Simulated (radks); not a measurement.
The manganese ion Mn+ inside a hard spherical wall (all orbitals vanish at R), configuration held at [Ar] 3d5 4s1 and not refilled when levels cross. Calculated with a radial shooting solver on a logarithmic mesh with Libxc functionals: scalar-relativistic Kohn-Sham, PBE, spin-polarised, spherical densities, finite nucleus; open shells are filled with parallel spins first; Fermi nuclear charge, rms radius 3.7057 fm. Eigenvalues in eV for spin up, with the zero of energy where the potential of the charges vanishes at infinity; a dash marks a level that is unbound or too diffuse for the functional's potential to be trusted. A positive occupied level is held by the wall or, in an anion where self-interaction has pushed it up, behind a barrier. The pressure on the wall is -dE/dV.

| R (bohr) | E (hartree) | kinetic (hartree) | e(3s) | e(3p) | e(3d) | e(4s) | e(4p, empty) | e(5s, empty) | pressure (GPa) |
|---|---|---|---|---|---|---|---|---|---|
| free | -1158.22951 | 1171.045 | -95.595 | -64.315 | -16.353 | -12.617 | -7.705 | - | 0 |
| 20 | -1158.22951 | 1171.045 | -95.595 | -64.315 | -16.353 | -12.617 | -7.705 | - | < 0.0001 |
| 12 | -1158.22951 | 1171.045 | -95.595 | -64.315 | -16.353 | -12.617 | -7.704 | -3.359 | < 0.0001 |
| 10 | -1158.22949 | 1171.045 | -95.594 | -64.314 | -16.352 | -12.616 | -7.697 | -2.957 | 0.000533 |
| 4 | -1158.07967 | 1171.792 | -93.077 | -61.840 | -13.969 | -8.152 | -0.562 | 32.054 | 32.9 |
| 3 | -1157.49906 | 1174.037 | -87.960 | -56.853 | -8.690 | 4.925 | 15.949 | 86.129 | 324 |
| 2.5 | -1156.42361 | 1177.966 | -81.657 | -50.579 | -1.486 | 25.236 | 39.340 | 151.84 | 1310 |
| 2 | -1153.02924 | 1189.952 | -67.492 | -35.824 | 15.805 | 77.710 | 95.545 | 292.97 | 7060 |
